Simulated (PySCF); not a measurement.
C₂H₆ClGa, charge +1, doublet, at a GFN2-xTB geometry (such geometries of metal compounds can be far from the true shape) (a state made from the parent by changing its charge; the spin is typed, not shown lowest); BHANDHLYP/def2-SVP (PySCF).

Here is a job for PySCF.
```python
from pyscf import gto, scf, dft

mol = gto.Mole()
mol.atom = '''
    Ga   -0.11318702    0.04469571   -0.08248336
    C    -1.92172568   -0.98294550   -0.55503717
    H    -1.85733445   -1.24248750   -1.61332384
    H    -2.74321140   -0.29652337   -0.34397420
    H    -1.91352618   -1.85857301    0.09676954
    C    -0.37592146    1.89024885   -1.11933910
    H    -0.66734654    1.64329702   -2.14141930
    H     0.59865420    2.37779450   -1.05496299
    H    -1.15677370    2.43270961   -0.58316277
    Cl    1.47260108   -0.58150613    1.07313619
'''
mol.basis = 'def2-svp'
mol.charge = 1
mol.spin = 1
mol.verbose = 4
mol.build()

mf = dft.UKS(mol)
mf.xc = 'bhandhlyp'
mf.grids.atom_grid = (99, 590)
mf.grids.prune = None
mf.kernel()
```

It wrote (shortened):

```
PySCF version 2.14.0

[INPUT] verbose = 4
[INPUT] num. atoms = 10
[INPUT] num. electrons = 65
[INPUT] charge = 1
[INPUT] spin (= nelec alpha-beta = 2S) = 1
[INPUT] symmetry False subgroup None
[INPUT] Mole.unit = angstrom
[INPUT] Symbol           X                Y                Z      unit          X                Y                Z       unit  Magmom
[INPUT]  1 Ga    -0.113187020000   0.044695710000  -0.082483360000 AA   -0.213892468656   0.084462650843  -0.155870960234 Bohr   0.0
[INPUT]  2 C     -1.921725680000  -0.982945500000  -0.555037170000 AA   -3.631535221744  -1.857497790374  -1.048868240254 Bohr   0.0
[INPUT]  3 H     -1.857334450000  -1.242487500000  -1.613323840000 AA   -3.509853432220  -2.347961088196  -3.048740207832 Bohr   0.0
[INPUT]  4 H     -2.743211400000  -0.296523370000  -0.343974200000 AA   -5.183918247785  -0.560347958833  -0.650017031916 Bohr   0.0
[INPUT]  5 H     -1.913526180000  -1.858573010000   0.096769540000 AA   -3.616040412385  -3.512193971409   0.182867927800 Bohr   0.0
[INPUT]  6 C     -0.375921460000   1.890248850000  -1.119339100000 AA   -0.710388603747   3.572052633774  -2.115244339517 Bohr   0.0
[INPUT]  7 H     -0.667346540000   1.643297020000  -2.141419300000 AA   -1.261102190776   3.105381309114  -4.046695994858 Bohr   0.0
[INPUT]  8 H      0.598654200000   2.377794500000  -1.054962990000 AA    1.131292481321   4.493380385497  -1.993591122652 Bohr   0.0
[INPUT]  9 H     -1.156773700000   2.432709610000  -0.583162770000 AA   -2.185985481100   4.597154903497  -1.102017921343 Bohr   0.0
[INPUT] 10 Cl     1.472601080000  -0.581506130000   1.073136190000 AA    2.782812731939  -1.098887325456   2.027933493459 Bohr   0.0

nuclear repulsion = 337.75922629912
number of shells = 50
number of NR pGTOs = 200
number of NR cGTOs = 108
basis = def2-svp
ecp = {}

******** <class 'pyscf.dft.uks.UKS'> ********
method = UKS
initial guess = minao
damping factor = 0
level_shift factor = 0
DIIS = <class 'pyscf.scf.diis.CDIIS'>
diis_start_cycle = 1
diis_space = 8
diis_damp = 0
SCF conv_tol = 1e-09
SCF conv_tol_grad = None
SCF max_cycles = 50
direct_scf = True
direct_scf_tol = 1e-13
number electrons alpha = 33  beta = 32
XC library pyscf.dft.libxc version 7.1.2
    S. Lehtola, C. Steigemann, M. J. T. Oliveira, and M. A. L. Marques,  SoftwareX 7, 1–5 (2018)
XC functionals = bhandhlyp
    A. D. Becke,  J. Chem. Phys. 98, 1372 (1993)
    Defined through Gaussian implementation.
radial grids:
    Treutler-Ahlrichs [JCP 102, 346 (1995); DOI:10.1063/1.469408] (M4) radial grids

becke partition: Becke, JCP 88, 2547 (1988); DOI:10.1063/1.454033
pruning grids: None
grids dens level: 3
symmetrized grids: False
atomic radii adjust function: <function treutler_atomic_radii_adjust>
User specified grid scheme (99, 590)
small_rho_cutoff = 0
Set gradient conv threshold to 3.16228e-05
tot grids = 584104
init E= -2463.80503751966

cycle= 1 E= -2463.99823013747  delta_E= -0.193  |g|= 0.355  |ddm|= 2.09
cycle= 2 E= -2464.00100520994  delta_E= -0.00278  |g|= 0.407  |ddm|= 0.862
cycle= 3 E= -2464.06672279739  delta_E= -0.0657  |g|= 0.0256  |ddm|= 0.422
cycle= 4 E= -2464.06736555562  delta_E= -0.000643  |g|= 0.0138  |ddm|= 0.0568
cycle= 5 E= -2464.06752318304  delta_E= -0.000158  |g|= 0.00537  |ddm|= 0.025
cycle= 6 E= -2464.06756216741  delta_E= -3.9e-05  |g|= 0.00228  |ddm|= 0.0128
cycle= 7 E= -2464.0675723355  delta_E= -1.02e-05  |g|= 0.000609  |ddm|= 0.00802
cycle= 8 E= -2464.06757310299  delta_E= -7.67e-07  |g|= 0.000158  |ddm|= 0.00239
cycle= 9 E= -2464.06757313665  delta_E= -3.37e-08  |g|= 6.17e-05  |ddm|= 0.000362
cycle= 10 E= -2464.06757314195  delta_E= -5.3e-09  |g|= 2.16e-05  |ddm|= 0.000156
cycle= 11 E= -2464.06757314244  delta_E= -4.89e-10  |g|= 7.76e-06  |ddm|= 4.62e-05
Extra cycle  E= -2464.06757314249  delta_E= -5.37e-11  |g|= 5.01e-06  |ddm|= 1.3e-05
converged SCF energy = -2464.06757314249  <S^2> = 0.78045176  2S+1 = 2.0302234
```
